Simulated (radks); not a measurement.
Results of a calculation; reference values are marked as such.
Neutral rhenium, 75 electrons, occupied as [Xe] 4f12 5d8 6s1 (not the ground configuration). Code: a radial shooting solver on a logarithmic mesh with Libxc functionals. Model: Dirac Kohn-Sham, BLYP, spin-unpolarised, spherical densities, point nucleus; open shells fill j = l - 1/2 first.

Spin-orbit splittings of the eigenvalues, e(l+1/2) - e(l-1/2), with zeta = 2 splitting/(2l+1) and mean radii in bohr:

shell  occ.  splitting (eV)  zeta (eV)  <r> j=l-1/2  <r> j=l+1/2
2p        6            1440      960.0      0.06246      0.07054
3p        6           312.6      208.4       0.1870       0.2019
3d       10           67.80      27.12       0.1765       0.1811
4p        6               ?          ?       0.4429       0.4756
4d       10           13.79      5.515       0.4884       0.4993
4f       12           2.707     0.7734       0.5490       0.5562
5p        6           12.10      8.067        1.101        1.199
5d        8           1.058     0.4233        1.769        1.859

Estimate the 4p splitting.

Answer. 73.90 eV (zeta = 49.27 eV).
